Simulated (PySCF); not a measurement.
# Nuclear repulsion and electron count by hand

System: BCl, triplet, at a GFN2-xTB geometry (the spin is typed, not shown lowest). Level: PySCF with DF-PBE0/aug-cc-pVDZ. Sums are taken with unrounded values, so a last digit can differ.

Coordinates (Å):

```
atom        x        y         z
----  -------  -------  --------
B1    0.00000  0.00000  -1.29965
Cl2   0.00000  0.00000   0.38225
```

Task: Work out the nuclear repulsion energy and the numbers of alpha and beta electrons.

Result: In atomic units each pair adds Z_i Z_j / r_ij, with r in bohr (1 bohr = 0.529177 Å).
| pair | r (Å) | r (bohr) | Z_i Z_j | term (Eh) |
|---|---|---|---|---|
| B1-Cl2 | 1.6819 | 3.1783 | 85 | 26.7436 |
The sum is 26.7436 Eh; PySCF gives 26.7436 Eh. The atomic numbers add up to 22, so at charge +0 there are 22 electrons; multiplicity 3 means 2 unpaired, so 12 alpha and 10 beta.
